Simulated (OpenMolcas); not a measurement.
## Re2+ in a point-charge field

Re2+ among 6 point charges of -1.5 e arranged as an octahedron (Oh), 2.14 Å from the ion.
```
   2.1400    0.0000    0.0000  -1.50
   0.0000    2.1400    0.0000  -1.50
  -2.1400    0.0000    0.0000  -1.50
   0.0000   -2.1400    0.0000  -1.50
   0.0000    0.0000    2.1400  -1.50
   0.0000    0.0000   -2.1400  -1.50
```

* Program: OpenMolcas
* Method: SS-CASPT2, IPEA 0.25 Eh, imaginary shift 0.1 Eh (closed shells correlated: 5s 5p)
* Basis: ANO-RCC-VDZP [7s6p4d2f1g]
* Scalar Hamiltonian: DKH2, point nucleus
* Active space: 5 electrons in 5 orbitals (5d)
* State averaging: 2S+1 = 6 even, 1 root; 2S+1 = 4 even, 24 roots; 2S+1 = 2 even, 75 roots
* Spin-orbit coupling: state interaction with AMFI integrals over the reference wave functions

The lowest spin-free states (labels of O, the rotations of Oh), above the lowest:

```csv
State,Degeneracy,E (cm-1),Free-ion L (%)
6A1,1,0,S (100)
4T1,3,10210,G (59)
2T2,3,11280,I (32)
4T2,3,14580,G (58)
2A2,1,19600,I (56)
4E,2,20260,G (99)
4A1,1,20680,G (100)
2T1,3,20860,I (61)
4T2,3,21210,D (62)
2T2,3,21630,I (52)
2E,2,22550,I (38)
4E,2,23540,D (99)
2T1,3,26070,F (42)
4T1,3,28740,P (45)
2E,2,28980,I (49)
2T2,3,29200,I (48)
2A1,1,29490,I (91)
2T2,3,30390,D (52)
2A1,1,31630,G (83)
4A2,1,34190,F (100)
```

The lowest levels with spin-orbit coupling:

```tsv
E (cm-1)	Degeneracy	Label	2S+1	g
0	2	Γ7	6 (73 %)	3.10 3.10 3.10
370	4	Γ8	6 (83 %)	
6200	2	Γ7	2 (59 %)	2.46 2.46 2.46
10480	4	Γ8	4 (59 %)	
11350	4	Γ8	4 (82 %)	
12560	2	Γ6	4	2.52 2.52 2.52
13770	4	Γ8	4 (73 %)	
14220	2	Γ7	4 (84 %)	1.53 1.53 1.53
16170	2	Γ6	4	3.30 3.30 3.30
16420	4	Γ8	4 (88 %)	
16860	2	Γ7	4 (54 %)	2.20 2.20 2.20
17010	4	Γ8	4 (51 %)	
19060	4	Γ8	2 (50 %)	
19380	2	Γ7	4 (53 %)	0.74 0.74 0.74
20170	2	Γ6	4 (64 %)	0.88 0.88 0.88
20930	4	Γ8	4 (80 %)	
21670	2	Γ7	4 (54 %)	1.43 1.43 1.43
21700	4	Γ8	4 (79 %)	
22400	2	Γ6	4 (90 %)	3.05 3.05 3.05
23190	4	Γ8	4 (67 %)
```

Powder χT (cm3 K/mol): 0.923 at 2 K, 1.01 at 10 K, 1.44 at 50 K, 1.98 at 100 K, 2.86 at 200 K, 3.33 at 300 K. The effective moment at 300 K is 2.828 √(χT) = 5.16 μB.

Roots that are degenerate in the reference are averaged as groups; the widest CASPT2 spread within a group is 140 cm-1 (the 3-fold group of multiplicity 4 near 10200 cm-1 above the lowest state of its run). Shifts and gaps below about the spread of the groups concerned are not significant. Point charges give a weaker field than real ligands, and real ions of this kind are as a rule low spin; the high spin found here belongs to the model. Free-ion shares, where given, are those of the reference states; single-state CASPT2 does not remix them. Point charges carry no covalency, so the field is a model and not that of real ligands. No measured value stands beside these numbers.
